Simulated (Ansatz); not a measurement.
`[H]/C=C/c1ccc(/C=C/c2ccc(/C=C/c3ccccc3)cc2)cc1` with charge +1, relaxed as a doublet with UKS PBE-D4/def2-SVP in Ansatz, starting from the PBE-D4/def2-SVP geometry of the neutral singlet. Force threshold 0.03 eV/Å.

Single mean-field runs in def2-SVP are fitted with def2-universal-jkfit.

Start:

```xyz
44

H     0.938  -10.226    2.576
C     1.111   -9.169    2.325
C     0.079   -8.339    2.052
C     0.148   -6.916    1.702
C     1.361   -6.191    1.620
C     1.369   -4.839    1.282
C     0.169   -4.130    1.010
C     0.244   -2.714    0.668
C    -0.801   -1.872    0.424
C    -0.725   -0.458    0.084
C     0.498    0.248   -0.078
C     0.519    1.601   -0.399
C    -0.682    2.339   -0.580
C    -0.714    3.757   -0.917
C     0.356    4.572   -1.137
C     0.325    5.994   -1.474
C    -0.874    6.744   -1.586
C    -0.845    8.102   -1.915
C     0.380    8.755   -2.142
C     1.578    8.031   -2.035
C     1.548    6.671   -1.704
C    -1.902    1.636   -0.419
C    -1.923    0.278   -0.098
C    -1.045   -4.857    1.091
C    -1.051   -6.210    1.428
H     2.161   -8.833    2.307
H    -0.945   -8.754    2.087
H     2.316   -6.698    1.826
H     2.328   -4.299    1.227
H     1.270   -2.310    0.615
H    -1.827   -2.273    0.491
H     1.454   -0.281    0.051
H     1.491    2.104   -0.512
H    -1.729    4.184   -1.000
H     1.370    4.142   -1.065
H    -1.844    6.255   -1.410
H    -1.789    8.662   -1.995
H     0.399    9.825   -2.401
H     2.543    8.531   -2.209
H     2.491    6.106   -1.621
H    -2.851    2.179   -0.552
H    -2.888   -0.239    0.019
H    -2.001   -4.354    0.883
H    -2.009   -6.751    1.483
```

| step | energy (eV) | largest force component (eV/Å) | SCF passes |
| --- | --- | --- | --- |
| 1 | -25157.8220 | 0.983 | 30 |
| 2 | -25157.8775 | 0.507 | 26 |
| 3 | -25157.8891 | 0.091 | 26 |
| 4 | -25157.8893 | 0.080 | 18 |
| 5 (rejected) | -25157.8889 | 0.138 | 25 |
| 6 | -25157.8903 | 0.007 | 19 |

Force components are those of the run's own axes.

End:

```xyz
44

H     0.946  -10.169    2.558
C     1.114   -9.111    2.307
C     0.069   -8.289    2.035
C     0.145   -6.874    1.690
C     1.373   -6.159    1.598
C     1.387   -4.813    1.264
C     0.178   -4.097    1.006
C     0.258   -2.701    0.669
C    -0.807   -1.853    0.422
C    -0.728   -0.460    0.087
C     0.506    0.250   -0.073
C     0.524    1.593   -0.395
C    -0.691    2.328   -0.579
C    -0.734    3.726   -0.914
C     0.355    4.547   -1.131
C     0.325    5.952   -1.465
C    -0.882    6.699   -1.587
C    -0.847    8.053   -1.913
C     0.389    8.699   -2.127
C     1.592    7.980   -2.012
C     1.561    6.624   -1.683
C    -1.922    1.621   -0.418
C    -1.939    0.274   -0.099
C    -1.051   -4.816    1.098
C    -1.061   -6.162    1.429
H     2.161   -8.768    2.293
H    -0.950   -8.710    2.070
H     2.324   -6.674    1.793
H     2.346   -4.278    1.199
H     1.280   -2.291    0.616
H    -1.829   -2.260    0.490
H     1.462   -0.277    0.059
H     1.493    2.099   -0.509
H    -1.745    4.156   -1.004
H     1.365    4.110   -1.053
H    -1.854    6.212   -1.421
H    -1.785    8.620   -2.003
H     0.410    9.769   -2.385
H     2.555    8.484   -2.179
H     2.501    6.057   -1.592
H    -2.869    2.164   -0.554
H    -2.901   -0.248    0.017
H    -2.006   -4.307    0.902
H    -2.019   -6.701    1.493
```

By distances, no bond broke or formed. The bond that changes most is C9–C10, from 1.46 to 1.44 Å (atoms count from 1).

No frequencies were taken in this run, so the end may be a saddle point.

Hardware: 2 threads of AMD EPYC 7R13 on a shared host and a share (18 GiB) of an NVIDIA H100 80GB HBM3. Wall time 26 s.
